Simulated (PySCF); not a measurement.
## Dipole response of Er(61+) (erbium, charge +61)

[He] 2s2 2p3, high-spin 4S determinant. Computed with PySCF 2.14 in an even-tempered Gaussian basis (17 s from 39 bohr⁻², ratio 2.2; 10 p from 51 bohr⁻², ratio 2.2; 5 d from 190 bohr⁻², ratio 2.4; 5 f from 280 bohr⁻², ratio 2.4; 4 g from 430 bohr⁻², ratio 2.4), with no relativity, point nucleus. Coupled (time-dependent) response in atomic units; α is the mean over directions.

```json
{"method": "UHF", "mean α (bohr³)": "0.0004970", "C₆ (like pair)": "2.189e-06", "S(−4)": "5.727e-06"}
{"method": "PBE0", "mean α (bohr³)": "0.0004778", "C₆ (like pair)": "2.099e-06", "S(−4)": "5.223e-06"}
```

S(−4) is the Cauchy moment in α(ω) = α(0) + S(−4) ω² + …

α(iu) at PBE0:

```json
{"u (hartree)": "0", "α(iu) (bohr³)": "0.0004778"}
{"u (hartree)": "1.00", "α(iu) (bohr³)": "0.0004726"}
{"u (hartree)": "2.00", "α(iu) (bohr³)": "0.0004578"}
{"u (hartree)": "4.00", "α(iu) (bohr³)": "0.0004074"}
{"u (hartree)": "6.00", "α(iu) (bohr³)": "0.0003456"}
{"u (hartree)": "8.00", "α(iu) (bohr³)": "0.0002870"}
{"u (hartree)": "10.0", "α(iu) (bohr³)": "0.0002377"}
{"u (hartree)": "15.0", "α(iu) (bohr³)": "0.0001553"}
{"u (hartree)": "20.0", "α(iu) (bohr³)": "0.0001113"}
{"u (hartree)": "30.0", "α(iu) (bohr³)": "7.169e-05"}
{"u (hartree)": "50.0", "α(iu) (bohr³)": "4.757e-05"}
```

A single London oscillator, α(iu) = α/(1 + u²/ω²), gives C₆ = (3/4) ω α². Matching the computed C₆ needs ω = 4 × 2.099e-06 / (3 × 0.0004778²) = 12.3 hartree.

For an ion, C₆ is the dispersion term alone; charge-induced terms of lower order in 1/R come first.

A non-relativistic calculation at this Z misses sizeable relativistic shifts. Spin-orbit coupling, which splits the p, d and f shells strongly at this Z, is absent. Spin-orbit coupling is strong in this species (close to jj coupling), so the high-spin LS determinant is a model state, not a physical level.
